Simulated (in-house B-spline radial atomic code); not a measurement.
A radial electron density 4πr²n(r) was computed for an atom or ion in its tabulated ground configuration with an all-electron radial atomic-structure program (B-spline basis); method: non-relativistic AM05, spin-polarised, spherical fractional occupations. Columns: r (bohr), 4πr²n(r) (electrons per bohr), bar.

```
 0.00734   0.1793 #
 0.00827   0.2243 #
 0.00933   0.2807 ##
  0.0105   0.3489 ##
  0.0118   0.4316 ##
  0.0134   0.5425 ###
  0.0151   0.6705 ####
   0.017   0.8244 ####
  0.0191    1.006 #####
  0.0216    1.237 #######
  0.0243      1.5 ########
  0.0274    1.815 ##########
  0.0309    2.183 ############
  0.0348    2.602 ##############
  0.0392    3.079 #################
  0.0442    3.617 ###################
  0.0498    4.202 #######################
  0.0561    4.827 ##########################
  0.0633    5.486 ##############################
  0.0713    6.138 #################################
  0.0804    6.766 ####################################
  0.0906    7.324 #######################################
   0.102     7.77 ##########################################
   0.115     8.07 ###########################################
    0.13    8.174 ############################################
   0.146    8.054 ###########################################
   0.165    7.682 #########################################
   0.186    7.079 ######################################
   0.209    6.295 ##################################
   0.236    5.328 #############################
   0.266    4.302 #######################
     0.3     3.28 ##################
   0.338    2.356 #############
   0.381    1.576 ########
   0.429   0.9788 #####
   0.484   0.5518 ###
   0.546   0.2813 ##
   0.615   0.1294 #
   0.693  0.05239
```

Which atom or ion is it?
A. O6+
B. O7+
C. O5+
D. Ne8+

A. The area under the curve, ∫4πr²n dr = ∫r·4πr²n d(ln r) on this logarithmic grid, is 2 electrons; among the options with that count, the innermost peak, which lies near 1/Z bohr, picks Z = 8. The configuration is 1s2.
